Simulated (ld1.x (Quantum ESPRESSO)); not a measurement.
Os, ultrasoft: configuration errors across variants

- Element: osmium
- Generator: ld1.x (Quantum ESPRESSO) 7.5
- Type: ultrasoft
- Functional: LDA (PZ)
- Relativity: scalar-relativistic
- Frozen core: [Kr] 4d10 4f14
- Valence charge: 16
- Reference configuration: 5s2 5p6 5d6 6s0 6p0 (charge +2)
- Partial waves: 5s (bound): rcut 1.30, rcutus 1.35 bohr; 6s (bound, empty): rcut 1.30, rcutus 1.35 bohr; 5p (bound): rcut 2.25, rcutus 2.40 bohr; 6p (bound, empty): rcut 2.25, rcutus 2.40 bohr; 5d (bound): rcut 1.45, rcutus 1.70 bohr; 5d channel at -1.3 Ry: rcut 1.45, rcutus 1.70 bohr
- Local potential: all-electron potential smoothed inside 1.10 bohr (lloc = -1)
- Core correction: a·sin(br)/r model core inside 1.15 bohr
- Augmentation charge: PSQ, inside the norm-conserving radii

All-electron excitation energies from the reference (eV): (1) 5s2 5p6 5d6 6s2 6p0 -27.147; (2) 5s2 5p6 5d6 6s1 6p0 -17.284; (3) 5s2 5p6 5d5 6s0 6p0 29.155; (4) 5s2 5p6 5d6.5 6s1.5 6p0 -27.074; (5) 5s2 5p6 5d4 6s0 6p0 70.949.

The overlap operator is not positive definite (basis up to 400 Ry) in “waves 5s (bound): rcut 1.30, rcutus 2.04 bohr; 6s (bound): rcut 1.30, rcutus 2.04 bohr”. Such files are unfit for use, however small their errors in these radial tests.

1 further variants failed, have other tests or too few solved ones, and are left out.

A true bound ghost makes a file unfit for plane-wave use even where its test errors are small: the radial tests pick states by their node count and pass the ghost by.

Errors AE − PS in meV (a dash: test not solved or not reliable):

| change | (1) | (2) | (3) | (4) | (5) | bound ghosts |
| --- | --- | --- | --- | --- | --- | --- |
| base | +8.3 | +5.1 | -9.4 | +7.0 | -40 | none |
| local potential all-electron potential smoothed inside 1.30 bohr (lloc = -1) | +7.5 | +5.0 | -9.4 | +6.3 | -40 | none |
| wave 5d channel at -1.3 Ry: rcut 1.45, rcutus 1.70 bohr becomes 5d channel at -0.03 Ry: rcut 1.45, rcutus 1.70 bohr | +8.3 | +5.1 | -9.7 | +6.9 | -42 | none |
| waves 5d (bound): rcut 1.16, rcutus 1.22 bohr; 5d channel at -1.3 Ry: rcut 1.16, rcutus 1.22 bohr | +9.0 | +5.5 | -11 | +7.2 | -55 | none |
| all radii but the core radius scaled by about 0.93 (s 1.26, p 2.24, d 1.58 bohr, rcut 1.22/2.10/1.36); local potential all-electron potential smoothed inside 1.02 bohr (lloc = -1) | +9.0 | +5.5 | -8.1 | +6.7 | -31 | s |
| waves 5s (bound): rcut 1.30, rcutus 2.04 bohr; 6s (bound): rcut 1.30, rcutus 2.04 bohr | – | – | – | – | – | not determined (overlap not positive) |

(1) Give the same row for: core correction a·sin(br)/r model core inside 0.90 bohr.

Results:

(1) +7.6, +4.9, -9.5, +6.7, -41; bound ghosts: none.
